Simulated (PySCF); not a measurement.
Start geometry of Zr(SMe)2Cl2, `C[S][Zr]([Cl])([Cl])[S]C` from a GFN2-xTB structure with every atom displaced at random (by about 0.03 Å) (Å):
```
atom  x, y, z in Å
Zr1    0.267   -0.079    0.160
S2     0.147    0.032    2.567
C3    -1.741    0.142    2.430
H4    -1.862    1.090    1.945
H5    -2.080    0.131    3.441
H6    -2.076   -0.714    1.912
S7     2.516   -0.059   -0.678
C8     1.824   -0.131   -2.401
H9     1.206   -1.064   -2.436
H10    2.604   -0.155   -3.056
H11    1.121    0.723   -2.546
Cl12  -0.864    1.817   -0.676
Cl13  -1.032   -1.786   -0.640
```

Problem. What comes out of this run: PySCF 2.14.0, PBE0-D3(BJ)/def2-SVP geometry optimisation, gas phase, def2 core potentials past Kr?

Solution. 
```
atom  x, y, z in Å
Zr1    0.130    0.020    0.108
S2    -0.307    0.026    2.473
C3    -2.140    0.097    2.444
H4    -2.488    1.060    2.044
H5    -2.480   -0.001    3.483
H6    -2.562   -0.730    1.857
S7     2.468   -0.003   -0.442
C8     2.305   -0.123   -2.267
H9     1.756   -1.030   -2.557
H10    3.322   -0.178   -2.676
H11    1.807    0.768   -2.676
Cl12  -0.886    1.880   -0.886
Cl13  -0.893   -1.839   -0.884
```

The energy falls by 11.4 kcal/mol over 22 energy and gradient evaluations, the largest force component goes from 0.0719 to 2.5e-04 Eh/bohr, and the atoms move by 0.310 Å rms after alignment. The bond that changes most is C8–H10 (ends: carbon bonded to S and 3 H; hydrogen on carbon), which lengthens by 0.079 Å. Bonds longer at the end by more than 0.005 Å: 5 of 12; shorter: 6. Among the angles that change most is Zr1–S2–C3, from 88.9° to 99.6°. Rotational constants go from 1023, 658.3, 631.1 to 1015, 607.4, 601.6 MHz. The orientation of the end geometry is arbitrary; only internal coordinates are fixed.

The run used 161 basis functions and 155 SCF cycles in all. Time: 5.8 min; peak memory 0.71 GiB. Hardware: one thread of an Intel Xeon at 2.60 GHz, shared host.

Whether it is a minimum is left open (no frequencies).
